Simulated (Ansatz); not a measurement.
`[O]=[V]([OH])([F])[Cl]` + H–F → `[O]=[V]([OH])([F])[F]` + HCl at 500 K and 1 bar (ligand exchange at a V–Cl bond).

Program: Ansatz. Geometries: PBE0-D4/def2-TZVP. ΔE: electronic, gas phase. CBS: MP2 limit from def2 TZ/QZ plus the TZ coupled-cluster correction, frozen cores. This one scheme is used for every species. For V outer-core shells are correlated without core-valence functions, which leaves a few kJ/mol of doubt a bond. Scalar relativity is left out up to krypton. One conformer a species, not always the lowest.

```
                 species  CCSD(T)/CBS energy (Eh)  H − E (kJ/mol)  S (J/(mol·K))
`[O]=[V]([OH])([F])[Cl]`              -1654.14507            95.4          385.4
                     H–F               -100.39570            39.4          188.7
 `[O]=[V]([OH])([F])[F]`              -1294.15888            96.6          372.0
                     HCl               -460.38127            32.5          201.9
```

H − E and S are ideal-gas, rigid-rotor, harmonic terms from PBE0-D4/def2-TZVP, for one conformer and one mirror image of each species. 1 Eh = 2625.50 kJ/mol, R = 8.31446 J/(mol·K).

Task: By hand: ΔE, ΔH, ΔS and ΔG.

Result: ΔE = (-1294.15888) + (-460.38127) − (-1654.14507) − (-100.39570) = 0.00062 Eh = 1.6 kJ/mol. Δ(H − E) = 96.6 + 32.5 − 95.4 − 39.4 = -5.7, so ΔH = -4.1 kJ/mol. ΔS = 372.0 + 201.9 − 385.4 − 188.7 = -0.2 J/(mol·K). ΔG = -4.1 − 500 × (-0.2)/1000 = -4.0 kJ/mol.

Task: By hand: the equilibrium constant, and the temperature at which ΔG would vanish if ΔH and ΔS stayed fixed.

Result: log₁₀ K = −ΔG/(RT ln 10) = 0.4. ΔG = 0 at ΔH/ΔS = 20500 K, far beyond where these terms or the molecules hold.

The number of gas molecules stays the same, so ΔS is small and ΔH decides. The sign of ΔG lies within the doubt. A doubt of 5 kJ/mol in ΔE shifts log₁₀ K by 0.5 here. Other conformers and mirror images would add mixing entropy, several J/(mol·K) or more a flexible species. These are equilibria of isolated gas molecules and say nothing of rates. Largest T1 diagnostic: 0.032 (customary marks: 0.02 for closed shells, 0.045 for open ones).
